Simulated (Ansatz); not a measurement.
`[F][Ge][Br]` + H₂O → `[OH][Ge][F]` + HBr at 500 K and 1 bar (formal hydrolysis of a Ge–Br bond).

Gas-phase electronic energies from Ansatz, PBE0-D4/def2-TZVP geometries. CCSD(T)/CBS adds triple-zeta CCSD(T) − MP2 to the extrapolated MP2 energy (def2 sets, frozen cores). This one scheme is used for every species. For Br, Ge outer-core shells are correlated without core-valence functions, which leaves a few kJ/mol of doubt a bond. Scalar relativity is left out up to krypton. Each species was taken in one conformer, which may not be the lowest.

| species | CCSD(T)/CBS energy (Eh) | H − E (kJ/mol) | S (J/(mol·K)) |
| --- | --- | --- | --- |
| `[F][Ge][Br]` | -4749.29775 | 30.7 | 328.7 |
| H₂O | -76.37941 | 73.2 | 206.3 |
| `[OH][Ge][F]` | -2251.74560 | 65.5 | 312.0 |
| HBr | -2573.91920 | 30.5 | 213.7 |

H − E and S are ideal-gas, rigid-rotor, harmonic terms from PBE0-D4/def2-TZVP, for one conformer and one mirror image of each species. 1 Eh = 2625.50 kJ/mol, R = 8.31446 J/(mol·K).

Q: By hand: ΔE, ΔH, ΔS and ΔG.

A: ΔE = (-2251.74560) + (-2573.91920) − (-4749.29775) − (-76.37941) = 0.01236 Eh = 32.5 kJ/mol. Δ(H − E) = 65.5 + 30.5 − 30.7 − 73.2 = -7.9, so ΔH = 24.6 kJ/mol. ΔS = 312.0 + 213.7 − 328.7 − 206.3 = -9.3 J/(mol·K). ΔG = 24.6 − 500 × (-9.3)/1000 = 29.2 kJ/mol.

Q: By hand: the equilibrium constant, and the temperature at which ΔG would vanish if ΔH and ΔS stayed fixed.

A: log₁₀ K = −ΔG/(RT ln 10) = -3.1. ΔH and −TΔS have one sign here, so there is no such temperature.

The number of gas molecules stays the same, so ΔS is small and ΔH decides. A doubt of 5 kJ/mol in ΔE shifts log₁₀ K by 0.5 here. Other conformers and mirror images would add mixing entropy, several J/(mol·K) or more a flexible species. These are equilibria of isolated gas molecules and say nothing of rates. Largest T1 diagnostic: 0.015 (customary marks: 0.02 for closed shells, 0.045 for open ones).

ΔS is within the doubt of such terms, so its sign, and with it that verdict, could turn.
